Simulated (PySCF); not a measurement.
Simulation results for CH6B2O, B2H5NO

All values are calculated (PySCF 2.14.0). Calculation on a computer-drawn molecule: the log of a Hartree-Fock and frozen-core CCSD(T) single point meant for a local Hartree-Fock minimum, with one planted fault or none, to be diagnosed. Offsets are logged minus clean, where the clean run is the same molecule without the fault. The reference is restricted for singlets and unrestricted otherwise, and also for a bond in bohr or an excited solution. Adding or removing an electron swaps singlet and doublet. The excited solution moves the top pair (singlet) or top alpha electron (doublet) to the lowest empty orbital. Highest occupied and lowest empty are orbital energies over both spins, largest force is the largest gradient component, triples share is (T) over the correlation energy, the T1 limit is 0.02 restricted and 0.045 unrestricted, electrons count all cores, a negative frequency is imaginary (commonest isotopes), and the dipole is about the centre of nuclear charge.

Common to all runs: meant charge 0; meant multiplicity 1; meant basis cc-pVDZ; logged SCF converged yes; logged CC converged yes; logged SCF stable within its kind yes; possible faults no fault, one electron removed, one electron added, multiplicity raised by two, geometry at a saddle point, SCF held on an excited solution, minimal basis STO-3G, one bond length entered in bohr, all coordinates scaled.

(1) CH6B2O

Logged structure:
```xyz
10
CH6B2O
B      1.0254    -1.1036     0.7331
O     -0.0421    -0.2630     0.7767
B     -0.2639     0.8304    -0.0220
C     -1.5590     1.6976     0.1716
H      1.9063    -0.9304    -0.0656
H      1.0501    -2.0126     1.5147
H      0.5556     1.1031    -0.8625
H     -2.2222     1.3171     0.9504
H     -2.1145     1.7593    -0.7711
H     -1.2781     2.7281     0.4194
```

| Property | Result |
| --- | --- |
| logged electrons | 31 |
| logged basis functions | 86 |
| logged spin squared | 0.7811 |
| logged highest occupied | 1.2622 eV |
| logged lowest empty | 8.7293 eV |
| logged largest force | 0.062566 hartree/bohr |
| logged T1 diagnostic | 0.029348 |
| logged D1 diagnostic | 0.17893 |
| logged triples share | 0.027958 |
| logged dipole magnitude | 6.3993 debye |
| logged energy HF | -165.6065 hartree |
| logged energy CCSD(T) | -166.19139 hartree |
| planted fault | one electron added |
| HF energy offset from clean run | 48 kcal/mol |
| CCSD(T) energy offset from clean run | 28.06 kcal/mol |

Drawn bonds:
| atom | other atom | order |
| --- | --- | --- |
| 1 | 2 | 1 |
| 2 | 3 | 1 |
| 3 | 4 | 1 |
| 1 | 5 | 1 |
| 1 | 6 | 1 |
| 3 | 7 | 1 |
| 4 | 8 | 1 |
| 4 | 9 | 1 |
| 4 | 10 | 1 |

Notes: highest electron not bound in this basis.

(2) B2H5NO

Logged structure:
```xyz
9
B2H5NO
B     -1.3676    -0.2782    -1.3392
O     -0.0299    -0.1042    -1.3021
B      1.7622    -1.8371    -0.5037
N      3.1027    -1.4683    -0.5406
H     -2.0418     0.6324    -1.7379
H     -1.8645    -1.3151    -0.9829
H      1.4367    -2.9249    -0.1146
H      3.4023    -0.5699    -0.8597
H      3.8387    -2.0756    -0.2526
```

| Item | Value |
| --- | --- |
| logged electrons | 30 |
| logged basis functions | 81 |
| logged spin squared | 0.8863 |
| logged highest occupied | -8.5596 eV |
| logged lowest empty | 2.6131 eV |
| logged largest force | 0.018044 hartree/bohr |
| logged T1 diagnostic | 0.064484 |
| logged D1 diagnostic | 0.38594 |
| logged triples share | 0.032458 |
| logged dipole magnitude | 1.7845 debye |
| logged energy HF | -181.56709 hartree |
| logged energy CCSD(T) | -182.13131 hartree |
| planted fault | one bond length entered in bohr, row 2 of the drawn bonds |
| HF energy offset from clean run | 102.3 kcal/mol |
| CCSD(T) energy offset from clean run | 107.7 kcal/mol |

Drawn bonds:
| atom | other atom | order |
| --- | --- | --- |
| 1 | 2 | 1 |
| 2 | 3 | 1 |
| 3 | 4 | 1 |
| 1 | 5 | 1 |
| 1 | 6 | 1 |
| 3 | 7 | 1 |
| 4 | 8 | 1 |
| 4 | 9 | 1 |

Notes: T1 above single-reference limit.
